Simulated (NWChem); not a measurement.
The numbers come from NWChem runs, not from measurements. System: H$_{7}$Si$_{3}$, charge 0, spin multiplicity 2, at a geometry optimised with UPBE0/def2-SVP. The structure started from a generated list of species. Its SCF solution wasn't tested for a lower state. Level: UMP2/def2-TZVP, 15 core orbitals frozen.

The NWChem input:

```
start mol
memory heap 200 mb stack 900 mb global 1100 mb
geometry units angstroms nocenter noautoz
  Si    -0.361209     0.026170    -1.992418
  Si     0.843602    -0.121971     0.000000
  Si    -0.361209     0.026170     1.992418
  H     -0.884814     1.408926    -2.234911
  H     -1.521411    -0.914387    -1.921560
  H      0.510659    -0.358582    -3.144573
  H      2.094563     0.702912     0.000000
  H     -0.884814     1.408926     2.234911
  H      0.510659    -0.358582     3.144573
  H     -1.521411    -0.914387     1.921560
  symmetry group Cs
end
basis spherical
  * library def2-tzvp
end
scf
  uhf
  nopen 1
  maxiter 100
  thresh 1e-7
  semidirect memsize 60000000 filesize 0
  # guess.movecs holds the orbitals of an unrestricted PBE0 run
  vectors input guess.movecs output mol.movecs
end
mp2
  freeze core 15
end
task mp2 energy
```

Output (cleaned and shortened):

```
             Northwest Computational Chemistry Package (NWChem) 7.3.0
             --------------------------------------------------------

                                NWChem Input Module
                                -------------------

 Scaling coordinates for geometry "geometry" by  1.889725989
 (inverse scale =  0.529177249)

 Turning off AUTOSYM since
 SYMMETRY directive was detected!

                             Geometry "geometry" -> ""
                             -------------------------

 Output coordinates in angstroms (scale by  1.889725989 to convert to a.u.)

  No.       Tag          Charge          X              Y              Z
 ---- ---------------- ---------- -------------- -------------- --------------
    1 Si                  14.0000    -0.36120900     0.02617000    -1.99241800
    2 Si                  14.0000     0.84360200    -0.12197100     0.00000000
    3 Si                  14.0000    -0.36120900     0.02617000     1.99241800
    4 H                    1.0000    -0.88481400     1.40892600    -2.23491100
    5 H                    1.0000    -1.52141100    -0.91438700    -1.92156000
    6 H                    1.0000     0.51065900    -0.35858200    -3.14457300
    7 H                    1.0000     2.09456300     0.70291200     0.00000000
    8 H                    1.0000    -0.88481400     1.40892600     2.23491100
    9 H                    1.0000     0.51065900    -0.35858200     3.14457300
   10 H                    1.0000    -1.52141100    -0.91438700     1.92156000

 Effective nuclear repulsion energy (a.u.)     180.8929157419

            Nuclear Dipole moment (a.u.)
            ----------------------------
        X                 Y               Z
 ---------------- ---------------- ----------------
     0.0000132281    -0.0000151178     0.0000000000

      Symmetry information
      --------------------

 Group name             Cs
 Group number              2
 Group order               2
 No. of unique centers     6

      Symmetry unique atoms

     1    2    4    5    6    7


 Summary of "ao basis" -> "" (spherical)
 ------------------------------------------------------------------------------
       Tag                 Description            Shells   Functions and Types
 ---------------- ------------------------------  ------  ---------------------
 *                         def2-tzvp                  on all atoms

 Summary of "ao basis" -> "ao basis" (spherical)
 ------------------------------------------------------------------------------
       Tag                 Description            Shells   Functions and Types
 ---------------- ------------------------------  ------  ---------------------
 Si                        def2-tzvp                13       37   5s5p2d1f
 H                         def2-tzvp                 4        6   3s1p

                                 NWChem SCF Module
                                 -----------------

  ao basis        = "ao basis"
  functions       =   153
  atoms           =    10
  alpha electrons =    25
  beta  electrons =    24
  charge          =   0.00
  wavefunction    = UHF
  use symmetry    = T
  symmetry adapt  = T

 Summary of "ao basis" -> "ao basis" (spherical)
 ------------------------------------------------------------------------------
       Tag                 Description            Shells   Functions and Types
 ---------------- ------------------------------  ------  ---------------------
 Si                        def2-tzvp                13       37   5s5p2d1f
[...]
    4 H    1     0.51   0.11  0.27  0.12  0.00
    5 H    1     0.52   0.12  0.28  0.12  0.00
    6 H    1     0.52   0.12  0.28  0.12  0.00
    7 H    1     0.53   0.12  0.28  0.12  0.00
    8 H    1     0.51   0.11  0.27  0.12  0.00
    9 H    1     0.52   0.12  0.28  0.12  0.00
   10 H    1     0.52   0.12  0.28  0.12  0.00

   Mulliken analysis of the spin density
   -------------------------------------

    Atom       Charge   Shell Charges
 -----------   ------   -------------------------------------------------------
    1 Si  14    -0.02  -0.00 -0.00  0.00 -0.01 -0.00 -0.00  0.00 -0.00 -0.02 -0.02  0.00  0.02  0.00
    2 Si  14     1.03   0.00  0.00 -0.00  0.06  0.07  0.02 -0.02  0.08  0.49  0.33 -0.00  0.00 -0.00
    3 Si  14    -0.02  -0.00 -0.00  0.00 -0.01 -0.00 -0.00  0.00 -0.00 -0.02 -0.02  0.00  0.02  0.00
    4 H    1     0.03   0.01  0.02  0.01 -0.00
    5 H    1    -0.00  -0.00 -0.00 -0.00 -0.00
    6 H    1    -0.00  -0.00 -0.00 -0.00 -0.00
    7 H    1    -0.03  -0.00 -0.01 -0.01  0.00
    8 H    1     0.03   0.01  0.02  0.01 -0.00
    9 H    1    -0.00  -0.00 -0.00 -0.00 -0.00
   10 H    1    -0.00  -0.00 -0.00 -0.00 -0.00

       Multipole analysis of the density wrt the origin
       ------------------------------------------------

     L   x y z        total         alpha         beta         nuclear
     -   - - -        -----         -----         ----         -------
     0   0 0 0      0.000000    -25.000000    -24.000000     49.000000

     1   1 0 0      0.024805     -0.825436      0.850228      0.000013
     1   0 1 0      0.008441      0.386480     -0.378023     -0.000015
     1   0 0 1      0.000000      0.000000      0.000000      0.000000

     2   2 0 0    -34.769617    -64.133591    -58.914268     88.278242
     2   1 1 0      0.086665      2.164705     -0.970653     -1.107387
     2   1 0 1     -0.000000      0.000000     -0.000000      0.000000
     2   0 2 0    -34.587605    -31.764463    -26.467347     23.644205
     2   0 1 1      0.000000      0.000000      0.000000      0.000000
     2   0 0 2    -35.274555   -283.450545   -281.425505    529.601495

                   NWChem MP2 Semi-direct Energy/Gradient Module
                   ---------------------------------------------

  Basis functions       =    153
  Molecular orbitals    =    153
  Frozen core           =     15
  Frozen virtuals       =      0
  Active alpha occupied =     10
  Active beta occupied  =      9
  Active alpha virtual  =    128
  Active beta virtual   =    129
  Use MO symmetry       = T
  Use skeleton AO sym   = T

  AO/Fock/Back tols     =   1.0D-09  1.0D-09  1.0D-09

 GA uses MA = F    GA memory limited = T

 Available:
  local mem=  1.26D+08
 global mem=  1.44D+08
 local disk=  0.00D+00
  mp2_memr nvloc                   128
  nvloc new                   128
   1 passes of  10:        5242880                     111728                  47598718.
   1 passes of  10: M    126131400           G      144132382           F     120888520.

 Semi-direct pass number   1 of   1  for UHF alpha       at        8.0s
  vrange nnbf                 10928
  mp2_eaftype                   181  avail_ma_in_mb                  1099
 EAF : mp2_eaftype filesize         181   23799359.
  mp2_eaf for mointskh                    181
Node 0 wrote    111.9 Mb in      0.1 s     Agg I/O rate:   766.8 Mb/s
 Done moints_semi at       14.8s
  mp2_eaftype                   181  avail_ma_in_mb                   918
 EAF : mp2_eaftype filesize         181   23799359.
  mp2_eaf for kh                   181
 Done maket at       15.1s
 Done multipass loop at       15.1s

 GA uses MA = F    GA memory limited = T

 Available:
  local mem=  1.26D+08
 global mem=  1.44D+08
 local disk=  0.00D+00
  mp2_memr nvloc                   129
  nvloc new                   129
   1 passes of   9:        5242880                     105781                  43177249.
   1 passes of   9: M    126131400           G      144132382           F     120888520.

 Semi-direct pass number   1 of   1  for UHF beta        at       15.1s
  vrange nnbf                 10928
  mp2_eaftype                   164  avail_ma_in_mb                  1099
 EAF : mp2_eaftype filesize         164   21588625.
  mp2_eaf for mointskh                    164
Node 0 wrote    101.5 Mb in      0.1 s     Agg I/O rate:  1292.0 Mb/s
 Done moints_semi at       21.4s
  mp2_eaftype                   164  avail_ma_in_mb                   935
 EAF : mp2_eaftype filesize         164   21588625.
  mp2_eaf for kh                   164
 Done maket at       21.7s
 Done multipass loop at       21.7s

          -------------------------------------------
          SCF energy                -870.859351149287
          Correlation energy          -0.338063216330
          Singlet pairs                0.000000000000
          Triplet pairs                0.000000000000
          Total MP2 energy          -871.197414365617
          -------------------------------------------

          ---------------------------------------------------
                    Spin Component Scaled (SCS) MP2
          Same spin pairs                     -0.052432379001
          Same spin scaling factor             0.333333333333
          Opposite spin pairs                 -0.285630837330
          Opposite spin scaling fact.          1.200000000000
          SCS-MP2 correlation energy          -0.360234464463
          Total SCS-MP2 energy              -871.219585613749
          ---------------------------------------------------

 -----------------------
 Performance information
 -----------------------

 Timer overhead =  9.67D-08 seconds/call

               Nr. of calls         CPU time (s)                 Wall time (s)                GFlops
             ---------------    -------------------     ------------------------------   -------------------
Name         Min   Avg   Max    Min     Avg     Max     Min     Avg     Max   Mx/calls   Min     Max     Sum
mp2: moin     2     2     2    13.     13.     13.      13.     13.     13.     6.6      0.0     0.0     0.0
mp2: make     2     2     2   0.54    0.54    0.54     0.54    0.54    0.54    0.27      0.0     0.0     0.0
mp2: tota     1     1     1    14.     14.     14.      14.     14.     14.     14.      0.0     0.0     0.0

 The average no. of pstat calls per process was 5.00D+00
 with a timing overhead of 4.84D-07s

 Task  times  cpu:       21.7s     wall:       21.7s

 Total times  cpu:       21.7s     wall:       21.7s
```
